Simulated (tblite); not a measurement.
Run record: tight-binding relaxation, `[H]/N=C/C#CC(=S)C#[C]` [radical].

Computed with GFN2-xTB geometry optimisation, gas phase (tblite 0.8.0). Start geometry: from a force field or distance geometry. The command runs a driver script over a list of jobs; the input below is this job's line of settings and its coordinates in Å.

Command:
```bash
OMP_NUM_THREADS=1 python probes_run.py task.json out
```

Input:
```
{"job": {"kind": "relax", "xc": "GFN2-xTB", "basis": "xTB"}, "charge": 0, "multiplicity": 2}
C     -2.944400    -2.378700     0.840900
C     -2.162400    -1.951400    -0.001800
C     -1.202600    -1.487700    -0.960100
S     -1.141900    -2.114900    -2.474700
C     -0.304300    -0.427800    -0.605000
C      0.454900     0.470400    -0.333000
C      1.363100     1.563200     0.012700
N      1.824900     1.649400     1.245900
H      1.664400     2.297300    -0.729200
H      2.457100     2.384600     1.570400
```

Output:
```
step      E/eV     max force
  0    -536.51286    3.541
  1    -536.55997    3.859
  2    -536.70786    0.969
  3    -536.74384    1.131
  4    -536.80930    1.051
  5    -536.83477    1.060
  6    -536.83964    0.825
  7    -536.84415    0.158
  8    -536.84577    0.131
  9    -536.85080    0.294
... (84 lines left out)
 94    -536.89790    0.011
 95    -536.89790    0.013
 96    -536.89792    0.026
 97    -536.89796    0.043
 98    -536.89802    0.056
 99    -536.89810    0.052
100    -536.89815    0.024
101    -536.89816    0.014
102    -536.89816    0.011
103    -536.89816    0.001
```

«max force» is the largest atomic force in eV/Å.

**Question.** From which step on does the largest force stay under 0.1 eV/Å, and how much energy is left to gain from there?

**Answer.** From step 71 (0.083 eV/Å), 3.7 meV above the end.

In short: energy lowered by 8.9 kcal/mol over 103 steps; largest atomic force 0.001 eV/Å at the end.

**Question.** Where do the atoms end?

**Answer.** 0.523 Å rms from the input after alignment:
```
atom  x, y, z in Å
C1    -3.1610   -1.9647    0.5642
C2    -2.2032   -1.7977   -0.1616
C3    -1.0712   -1.5336   -0.9554
S4    -0.7432   -2.4323   -2.2942
C5    -0.2687   -0.4733   -0.5361
C6     0.4385    0.4400   -0.1654
C7     1.2115    1.5515    0.2274
N8     2.2834    1.4226    0.8734
H9     0.7622    2.5042   -0.0966
H10    2.7606    2.2880    1.1105
```

Time: 0.62 s of wall time. Hardware: one thread, Arm Neoverse V1 (aarch64), shared host.
Labels such as C1 count atoms from 1, the log's own numbers from 0.
